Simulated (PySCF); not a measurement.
A geometry optimisation on `C=C(Cl)C(=C)OC`.

Computed with CAM-B3LYP/6-31G* geometry optimisation, gas phase (PySCF 2.14.0). Start geometry: GFN2-xTB. A driver script takes a list of jobs; this job's settings line and coordinates (Å) are shown.

Input:
```
{"job": {"xc": "CAM-B3LYP", "basis": "6-31G*", "grid": 1, "kind": "geom"}, "charge": 0, "multiplicity": 1}
C     -1.366262    -1.670425     1.019310
C     -1.456964    -0.512167     0.377231
Cl    -3.012384     0.183846     0.086712
C     -0.301802     0.249101    -0.121974
C     -0.405119     1.412627    -0.765017
O      0.864429    -0.400333     0.165601
C      2.066685     0.203098    -0.246901
H     -2.235845    -2.196868     1.368921
H     -0.401391    -2.106606     1.202430
H      0.446324     1.958166    -1.125180
H     -1.367117     1.850235    -0.947580
H      2.203553     1.182038     0.223210
H      2.104508     0.314905    -1.335098
H      2.860706    -0.468090     0.076169
```

Output:
```
step   0  E = -729.95571394  max force = 0.010856
step   1  E = -729.95615741  max force = 0.002599
step   2  E = -729.95618161  max force = 0.002419
step   3  E = -729.95632146  max force = 0.000983
step   4  E = -729.95638453  max force = 0.000907
step   5  E = -729.95645876  max force = 0.000854
step   6  E = -729.95648688  max force = 0.000835
step   7  E = -729.95649810  max force = 0.000412
optimisation converged
```

Energies in Eh; «max force» is the largest Cartesian gradient component in Eh/bohr.

**Question.** Give the first gradient maximum in eV/Å.

**Answer.** With 1 Eh/bohr = 51.422 eV/Å, 0.558 eV/Å.

Summary of the converged run: final energy -729.95650 Eh after 7 steps; dipole 2.33 D.

**Question.** How long does this job take on an Intel Xeon at 2.70 GHz with one thread, no GPU (shared host)? And the peak memory of the process?

**Answer.** About 2.0 min, with 0.57 GiB resident at the peak, the Python interpreter and its libraries included.
Labels such as C1 count atoms from 1, the log's own numbers from 0.
